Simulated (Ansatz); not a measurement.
Question: Name a neutral molecule of C, Ga, N, Si and H with size of the dipole moment (ωB97M-V/def2-TZVPP) between 1.25 and 1.55 D and vertical ionisation energy (CCSD(T)/def2-TZVPP) between 8.80 and 9.10 eV (Ansatz, PBE0-D4/def2-TZVP geometry).

Answer: `CN[SiH2][GaH2]` (1.28 D, 8.90 eV). Other molecules can fit too; these were computed, each in one conformer that needn't be the lowest.
